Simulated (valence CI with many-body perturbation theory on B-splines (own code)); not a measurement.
Values are calculated unless marked as measured or tabulated.
# Ti XVIII: magnetic and hyperfine properties of the levels

Level of theory: configuration interaction combined with many-body perturbation theory (CI+MBPT): three valence electrons over a frozen Dirac-Fock core [He], a basis of 11 s, 11 p, 10 d, 8 f, 5 g, 2 h functions for each j, with the one-electron correlation potential Σ1, the two-electron term Σ2, the three-electron term Σ3, Breit, model QED; selected CI, second order for the rest, scaled by the run's own slope (own B-spline code, finite nucleus).

No measured spectrum was set against this ion. As an estimate, levels of excited configurations hold to 0.05 to 0.15 % of their energy, terms of the ground configuration to about 0.5 %.

A/g_I is the dipole constant over the nuclear g factor μ/I (μ in nuclear magnetons, uniformly magnetised nucleus), B/Q the quadrupole constant per barn. Both hold the static response of the core; the bare values leave it out. Large factors of s and p1/2 electrons are usually good to 5 to 10 %; those of open d and f shells near neutrality can be off by tens of per cent, and small factors of p3/2, d and f electrons come from cancelling terms and can be off by a factor of two or in sign, in half-filled shells by more. B is blank for J = 1/2, where it vanishes, and for nearly pure S terms. Energies count from the lowest level.

Names give the largest LS component (configuration and term), which can be under half, so a name can repeat, a term be missing and a line seem to break the LS rules; names also repeat where a configuration has a term twice. Letters in brackets count levels of one name in rising energy.

| Level | E (× 10³ cm⁻¹) | g | A/g_I (MHz) | A/g_I bare | B/Q (MHz/b) | B/Q bare |
| --- | --- | --- | --- | --- | --- | --- |
| 2s²2p ²P°_1/2 | 0.00 | 0.662 | 89200 | 87600 |  |  |
| 2s²2p ²P°_3/2 | 56.26 | 1.331 | 17000 | 18100 | 30700 | 30900 |
| 2s2p² ⁴P_1/2 | 309.47 | 2.655 | 156000 | 156000 |  |  |
| 2s2p² ⁴P_3/2 | 332.95 | 1.730 | 70100 | 70000 | 25000 | 25100 |
| 2s2p² ⁴P_5/2 | 360.38 | 1.591 | 73800 | 73700 | -30100 | -30300 |
| 2s2p² ²D_3/2 | 556.05 | 0.808 | -15200 | -13500 | 42600 | 42800 |
| 2s2p² ²D_5/2 | 561.94 | 1.205 | 81700 | 79900 | 61100 | 61400 |
| 2s2p² ²S_1/2 | 674.12 | 1.398 | 150000 | 145000 |  |  |
| 2s2p² ²P_1/2 | 734.17 | 1.276 | 172000 | 165000 |  |  |
| 2s2p² ²P_3/2 | 747.48 | 1.322 | -15600 | -12400 | -30600 | -30800 |
| 2p³ ⁴S°_3/2 | 962.15 | 1.979 | -5020 | 634 |  |  |
| 2p³ ²D°_3/2 | 1079.0 | 0.849 | 18900 | 18200 | 21500 | 21600 |
| 2p³ ²D°_5/2 | 1089.2 | 1.198 | 29700 | 30800 | -329 | -331 |
| 2p³ ²P°_1/2 | 1209.3 | 0.662 | 89600 | 87200 |  |  |
| 2p³ ²P°_3/2 | 1228.1 | 1.300 | 15400 | 17200 | -21300 | -21400 |
| 2s²3s ²S_1/2 | 5512.9 | 2.001 | 81400 | 79400 |  |  |
| 2s²3p ²P°_1/2 | 5658.7 | 0.665 | 22200 | 21800 |  |  |
| 2s²3p ²P°_3/2 | 5674.3 | 1.333 | 9230 | 9440 | 9460 | 9500 |
| 2s2p3s ⁴P°_1/2 | 5807.6 | 2.641 | 178000 | 173000 |  |  |
| 2s²3d ²D_3/2 | 5809.1 | 0.798 | 3050 | 3030 | 1620 | 1660 |
| 2s²3d ²D_5/2 | 5813.6 | 1.199 | 1140 | 1150 | 2260 | 2320 |
| 2s2p3s ⁴P°_3/2 | 5823.7 | 1.718 | 118000 | 116000 | -24000 | -24200 |
| 2s2p3s ⁴P°_5/2 | 5860.9 | 1.599 | 84600 | 83300 | 32000 | 32200 |
| 2s2p3s ²P°_1/2 [a] | 5884.1 | 0.683 | 45900 | 45700 |  |  |
| 2s2p3s ²P°_3/2 [a] | 5923.8 | 1.342 | 83000 | 82000 | 29800 | 30000 |
| 2s2p3p ⁴D_1/2 | 5936.8 | 0.179 | -23000 | -22100 |  |  |
| 2s2p3p ⁴D_3/2 | 5950.9 | 1.233 | 79900 | 78500 | -11400 | -11500 |
| 2s2p3p ²P_1/2 [a] | 5972.9 | 0.552 | -76200 | -74600 |  |  |
| 2s2p3p ²P_3/2 [a] | 5973.4 | 1.434 | 46100 | 45500 | -6580 | -6620 |
| 2s2p3p ⁴D_5/2 | 5976.0 | 1.376 | 56600 | 55900 | 5180 | 5200 |
| 2s2p3p ⁴S_3/2 | 6007.4 | 1.693 | 80500 | 79400 | -6010 | -6040 |
| 2s2p3p ⁴P_1/2 | 6007.5 | 2.620 | 180000 | 177000 |  |  |
| 2s2p3p ⁴D_7/2 | 6009.3 | 1.427 | 51100 | 50700 | 41000 | 41200 |
| 2s2p3p ⁴P_3/2 | 6031.9 | 1.395 | 69200 | 68300 | 26000 | 26200 |
| 2s2p3p ²D_3/2 [a] | 6038.9 | 1.301 | 46800 | 46300 | 21900 | 22100 |
| 2s2p3p ⁴P_5/2 | 6042.0 | 1.531 | 70500 | 69700 | -2150 | -2150 |
| 2s2p3d ⁴F°_3/2 | 6069.6 | 0.438 | -30100 | -29200 | 8570 | 8650 |
| 2s2p3p ²D_5/2 [a] | 6069.8 | 1.257 | 45800 | 45500 | 32500 | 32600 |
| 2s2p3d ⁴F°_5/2 | 6079.5 | 1.053 | 23900 | 23500 | 2180 | 2220 |
| 2s2p3d ⁴F°_7/2 | 6095.2 | 1.256 | 37900 | 37300 | 1730 | 1790 |

**Question.** Take the isotope of mass number 49, with I = 7/2, μ = -1.1037 μN and Q = 0.247 b. What is the hyperfine structure of 2s2p² ²D_5/2?

**Answer.** From the table A = -25800 MHz, B = 15100 MHz. Shifts from the centre of gravity in MHz: F = 1: 298000, F = 2: 242000, F = 3: 160000, F = 4: 53500, F = 5: -74900, F = 6: -222000.
